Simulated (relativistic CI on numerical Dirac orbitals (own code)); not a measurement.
A reference radial Dirac CI calculation of Mo15+ gave the lowest total energy -3955.81766 Ha in 22 SCF steps, from this input:

```
atom Mo  Z=42  charge=15  electrons=27
nucleus A=98  rms_radius_fm=4.4091
hamiltonian dirac-coulomb  breit=on  qed=on  c_scale=1
orbitals kli  potential=per-configuration
slater_scale 1
correlation none
mixing on
grid step=0.0125 r_max=6.5
scf mixing=0.4 start=green max_iterations=150 tolerance=2e-08 node_fill=0.05
configurations
  [Ar] 3d9
  [Ne] 3s2 3p5 3d10
end
```

One setting was then changed (and the iteration limit cut to 87), and the output read:

```
SCF 1: [Ar] 3d9
 iter      energy (Ha)   residual   last orbital (Ha)
    1     -3892.512934   4.54e+00    -42.91116
    2     -3943.012069   2.32e+00    -31.50973
    3     -3959.427184   2.21e-01    -21.75802
    4     -3959.717916   1.56e-01    -22.60052
    5     -3959.777968   8.01e-03    -21.98723
    6     -3959.778112   2.50e-03    -21.96563
    7     -3959.778066   3.73e-05    -21.95444
    8     -3959.778067   3.74e-06    -21.95461
    9     -3959.778067   2.13e-06    -21.95462
   10     -3959.778067   2.75e-08    -21.95461
   11     -3959.778067   5.74e-10    -21.95461
SCF 2: [Ne] 3s2 3p5 3d10
 iter      energy (Ha)   residual   last orbital (Ha)
    1     -3884.293773   4.57e+00    -42.91116
    2     -3936.358830   2.33e+00    -31.40142
    3     -3953.062262   2.31e-01    -21.64046
    4     -3953.390784   1.58e-01    -22.50215
    5     -3953.452882   7.90e-03    -21.87208
    6     -3953.453038   2.89e-03    -21.85298
    7     -3953.452978   3.81e-05    -21.84030
    8     -3953.452979   4.09e-06    -21.84047
    9     -3953.452979   2.43e-06    -21.84049
   10     -3953.452979   3.17e-08    -21.84048
   11     -3953.452979   5.37e-10    -21.84048
orbital energies (Ha): 2s -117.3538  2p1/2 -109.1503  2p3/2 -105.2334  3s -31.3563  3p1/2 -28.2311  3p3/2 -27.5525  3d3/2 -22.0875  3d5/2 -21.9546
configuration averages (Ha): Dirac-Coulomb, Breit, QED
  3p6 3d9                      -3959.778067    2.391970    1.617441
  3p5 3d10                     -3953.452979    2.375995    1.616750
levels: no., configuration, term, J, E (cm-1), weight
   1 3p6 3d9                2D   5/2              0.0  1.00
   2 3p6 3d9                2D   3/2          27891.1  1.00
   3 3p5 3d10               2P*  3/2        1346092.8  1.00
   4 3p5 3d10               2P*  1/2        1494876.8  1.00
lowest total energy -3955.819489 Ha
end: converged
```

**Question.** Which setting was changed?
A. start potential
B. Slater scale
C. configuration list
D. QED terms

**Answer.** B. The Slater scale 5. This setting is bad on purpose; its numbers may not be properties of the ion.
